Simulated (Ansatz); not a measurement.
Input file for Ansatz (a program for electronic structure): R-PBE/def2-TZVPP on H4OSi2 (SMILES O[Si][SiH3]), a point of a torsion scan.

Ansatz 0.2 input:
```yaml
crystal:
  periodic: [false, false, false]
  atoms:
    - {symbol: O, position_ang: [2.26904774, -0.22675714, -0.00616730]}
    - {symbol: Si, position_ang: [0.98128509, -1.22594556, 0.01000563]}
    - {symbol: Si, position_ang: [-0.95350620, 0.01895551, 0.01051726]}
    - {symbol: H, position_ang: [2.31824218, 0.72959589, -0.02603101]}
    - {symbol: H, position_ang: [-1.27214087, 0.95761990, -1.08294961]}
    - {symbol: H, position_ang: [-1.23729141, 0.83404724, 1.20803515]}
    - {symbol: H, position_ang: [-2.03809072, -0.97648756, -0.02969136]}
basis:
  gaussian:
    orbitals: def2-TZVPP
hamiltonian:
  xc: {name: PBE}
scf: {lower_state_search: off}
```

It printed:

```
WARN ansatz: RAYON_NUM_THREADS=1 ignored (pool sized by the plan → 1); use --threads N
Functional definition: PBE
these checks for a lower state are left out or cut short: stability, starts, cluster_reference, orbital_swaps, neighbouring_geometries, increment
integrals: 0.08 GiB planned
963 factors; their error is unknown
mean field: 0.55 GiB planned
mean field evaluation 1: about -17850.6849 eV, gradient 6.3e1 eV
mean field evaluation 2: about -17793.0374 eV, gradient 1.6e2 eV
mean field evaluation 4: about -17857.4407 eV, gradient 9.6e0 eV
mean field evaluation 8: about -17857.7430 eV, gradient 2.4e-1 eV
mean field evaluation 16: about -17857.7104 eV, gradient 3.2e-4 eV
mean field -17857.71040356 eV, -656.2587529400 hartree, gradient 8.1e-7 eV, S^2 0.000000; 0 other end points of the search recorded, 0 dependent functions left out
reference -17857.71044221 eV, -656.2587543604 hartree; 20, 20 occupied and 151, 151 virtual orbitals, 963 factors
Total energy: -17857.71044221 eV, -656.2587543604 hartree
Checks for a lower state left out: stability, starts, cluster_reference, orbital_swaps, neighbouring_geometries, increment
```

The run converged.

Cost: very roughly 1.6 core-seconds.
